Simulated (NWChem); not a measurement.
System: C5H3N3; SMILES N#Cc1cncnc1

The following NWChem deck was run.

```
start job
memory heap 200 mb stack 900 mb global 1100 mb
geometry units angstroms noautosym nocenter noautoz
  N      0.000000     0.000000    -3.165907
  C      0.000000     0.000000    -2.006724
  C      0.000000     0.000000    -0.578366
  C      0.000000    -1.191831     0.162268
  N      0.000000    -1.188913     1.486557
  C      0.000000     0.000000     2.083729
  N      0.000000     1.188913     1.486557
  C      0.000000     1.191831     0.162268
  H      0.000000    -2.162800    -0.345623
  H      0.000000     0.000000     3.180036
  H      0.000000     2.162800    -0.345623
end
basis spherical
  * library def2-svp
end
dft
  xc b3lyp
  iterations 150
  mulliken
end
task dft energy
esp
  recalculate
  probe 0.07
  range 0.3
  factor 1.0
  spacing 0.02
end
task esp
```

Excerpt of the output:

```
             Northwest Computational Chemistry Package (NWChem) 7.3.0
             --------------------------------------------------------

                             Geometry "geometry" -> ""
                             -------------------------

 Output coordinates in angstroms (scale by  1.889725989 to convert to a.u.)

  No.       Tag          Charge          X              Y              Z
 ---- ---------------- ---------- -------------- -------------- --------------
    1 N                    7.0000     0.00000000     0.00000000    -3.16590700
    2 C                    6.0000     0.00000000     0.00000000    -2.00672400
    3 C                    6.0000     0.00000000     0.00000000    -0.57836600
    4 C                    6.0000     0.00000000    -1.19183100     0.16226800
    5 N                    7.0000     0.00000000    -1.18891300     1.48655700
    6 C                    6.0000     0.00000000     0.00000000     2.08372900
    7 N                    7.0000     0.00000000     1.18891300     1.48655700
    8 C                    6.0000     0.00000000     1.19183100     0.16226800
    9 H                    1.0000     0.00000000    -2.16280000    -0.34562300
   10 H                    1.0000     0.00000000     0.00000000     3.18003600
   11 H                    1.0000     0.00000000     2.16280000    -0.34562300

 Effective nuclear repulsion energy (a.u.)     306.1237981231

                                 NWChem DFT Module
                                 -----------------

 Summary of "ao basis" -> "ao basis" (spherical)
 ------------------------------------------------------------------------------
       Tag                 Description            Shells   Functions and Types
 ---------------- ------------------------------  ------  ---------------------
 N                          def2-svp                 6       14   3s2p1d
 C                          def2-svp                 6       14   3s2p1d
 H                          def2-svp                 3        5   2s1p

            General Information
            -------------------
          SCF calculation type: DFT
          Wavefunction type:  closed shell.
          No. of atoms     :    11
          No. of electrons :    54
           Alpha electrons :    27
            Beta electrons :    27
          Charge           :     0
          Spin multiplicity:     1
          Use of symmetry is: off; symmetry adaption is: off
          Maximum number of iterations: 150
          AO basis - number of functions:   127
                     number of shells:    57
          Convergence on energy requested:  1.00D-06
          Convergence on density requested:  1.00D-05
          Convergence on gradient requested:  5.00D-04

              XC Information
              --------------
                         B3LYP Method XC Potential
                     Hartree-Fock (Exact) Exchange  0.200
                        Slater Exchange Functional  0.800 local
                    Becke 1988 Exchange Functional  0.720 non-local
              Lee-Yang-Parr Correlation Functional  0.810
                  VWN I RPA Correlation Functional  0.190 local

             Grid Information
             ----------------
          Grid used for XC integration:  medium
          Radial quadrature: Mura-Knowles
          Angular quadrature: Lebedev.
          Tag              B.-S. Rad. Rad. Pts. Rad. Cut. Ang. Pts.
          ---              ---------- --------- --------- ---------
          N                   0.65       49          14.0       434
          C                   0.70       49          12.0       434
          H                   0.35       45          13.0       434
          Grid pruning is: on
          Number of quadrature shells:   527
          Spatial weights used:  Erf1

      Superposition of Atomic Density Guess
      -------------------------------------

 Sum of atomic energies:        -352.35443446

      Non-variational initial energy
      ------------------------------

 Total energy =    -357.225831
 1-e energy   =   -1082.536217
 2-e energy   =     419.186588
 HOMO         =      -0.289813
 LUMO         =      -0.045676

     ---------------------------------------------
      Total Density - Mulliken Population Analysis
     ---------------------------------------------

    Atom       Charge   Shell Charges
 -----------   ------   -------------------------------------------------------
    1 N    7     7.53   1.99  1.13  0.55  2.39  1.45  0.03
    2 C    6     5.58   1.99  0.99  0.18  1.67  0.69  0.06
    3 C    6     6.31   1.99  0.97  0.16  1.97  1.18  0.04
    4 C    6     5.61   1.99  0.95  0.24  1.75  0.62  0.05
    5 N    7     7.49   1.99  1.08  0.48  2.42  1.48  0.02
    6 C    6     5.56   1.99  0.94  0.21  1.69  0.65  0.07
    7 N    7     7.49   1.99  1.08  0.48  2.42  1.48  0.02
    8 C    6     5.61   1.99  0.95  0.24  1.75  0.62  0.05
    9 H    1     0.94   0.69  0.23  0.02
   10 H    1     0.94   0.70  0.23  0.02
   11 H    1     0.94   0.69  0.23  0.02

   convergence    iter        energy       DeltaE   RMS-Dens  Diis-err
 ---------------- ----- ----------------- --------- --------- ---------
 d= 0,ls=0.0,diis     1   -356.1195914899 -6.62D+02  1.82D-02  1.31D+00
 d= 0,ls=0.0,diis     2   -355.7244484090  3.95D-01  1.33D-02  4.71D+00
 d= 0,ls=0.0,diis     3   -356.2730562220 -5.49D-01  2.68D-03  2.07D-01
 d= 0,ls=0.0,diis     4   -356.2903925306 -1.73D-02  1.22D-03  5.03D-02
 d= 0,ls=0.0,diis     5   -356.2957185139 -5.33D-03  2.99D-04  2.89D-03
  Resetting Diis
 d= 0,ls=0.0,diis     6   -356.2960272307 -3.09D-04  1.21D-04  1.40D-04
 d= 0,ls=0.0,diis     7   -356.2960411885 -1.40D-05  1.23D-04  3.46D-05
 d= 0,ls=0.0,diis     8   -356.2960287603  1.24D-05  7.83D-05  1.24D-04
 d= 0,ls=0.0,diis     9   -356.2960462094 -1.74D-05  4.62D-06  4.57D-07
 d= 0,ls=0.0,diis    10   -356.2960462612 -5.18D-08  1.33D-06  4.08D-08

         Total DFT energy =     -356.296046261179
      One electron energy =    -1086.302853659091
           Coulomb energy =      472.732503131550
    Exchange-Corr. energy =      -48.849493856783
 Nuclear repulsion energy =      306.123798123144

 Numeric. integr. density =       54.000004122859

                       DFT Final Molecular Orbital Analysis
                       ------------------------------------

 Vector   25  Occ=2.000000D+00  E=-3.320526D-01
              MO Center=  3.3D-10,  5.6D-08,  1.5D+00, r^2= 3.3D+00
   Bfn.  Coefficient  Atom+Function         Bfn.  Coefficient  Atom+Function
  ----- ------------  ---------------      ----- ------------  ---------------
    62      0.265794   5 N  pz               90      0.265794   7 N  pz
    59     -0.229337   5 N  s                87     -0.229337   7 N  s
    31     -0.220745   3 C  s                58     -0.208433   5 N  s
    61     -0.208456   5 N  py               86     -0.208433   7 N  s
    89      0.208456   7 N  py              118      0.204831  10 H  s

 Vector   26  Occ=2.000000D+00  E=-3.094187D-01
              MO Center=  3.0D-10, -2.3D-10, -5.9D-01, r^2= 4.7D+00
   Bfn.  Coefficient  Atom+Function         Bfn.  Coefficient  Atom+Function
  ----- ------------  ---------------      ----- ------------  ---------------
     4      0.315867   1 N  px               32      0.315716   3 C  px
    74     -0.265852   6 C  px               35      0.235825   3 C  px
     7     -0.195782   1 N  px               46      0.194570   4 C  px
   102      0.194570   8 C  px               18     -0.180061   2 C  px
    77     -0.177666   6 C  px               21     -0.128272   2 C  px

[...]

                     NWChem Electrostatic Potential Fit Module
                     -----------------------------------------

 Atom parameters

 Number of atoms is                                   11
 Number of basis functions is                        127

 Grid parameters

 Maximum number of grid points is                  40915
 Number of grid points is                          40914
 Grid range                                     0.300000 nm
 Grid spacing                                   0.020000 nm
 Probe radius                                   0.070000 nm
 Atom radius factor                             1.000000

 Atomic radii

    1    0.100000
    6    0.147000
    7    0.140000
 FASTESP  F
  using M.O. file = ./job.movecs

    Atom              Coordinates                           Charge

                                                  ESP

    1 N     0.000000    0.000000   -0.316591   -0.420593
    2 C     0.000000    0.000000   -0.200672    0.398384
    3 C     0.000000    0.000000   -0.057837   -0.488417
    4 C     0.000000   -0.119183    0.016227    0.582715
    5 N     0.000000   -0.118891    0.148656   -0.720251
    6 C     0.000000    0.000000    0.208373    0.812685
    7 N     0.000000    0.118891    0.148656   -0.722508
    8 C     0.000000    0.119183    0.016227    0.590994
    9 H     0.000000   -0.216280   -0.034562    0.010933
   10 H     0.000000    0.000000    0.318004   -0.050562
   11 H     0.000000    0.216280   -0.034562    0.006622
                                            ------------
                                               -0.000000

 Dipole moment                                  0.731077

 Quadrupole moment Qxx                         12.454892
                   Qyy                          9.347680
                   Qzz                        -21.802573

 RMS deviation kJ/mol                           0.073232

 RRMS %                                        28.598039
```

Level: B3LYP/def2-SVP. Coordinates come from a PBE0/def2-SVP optimisation. B3LYP is NWChem's, with the RPA form of VWN correlation.
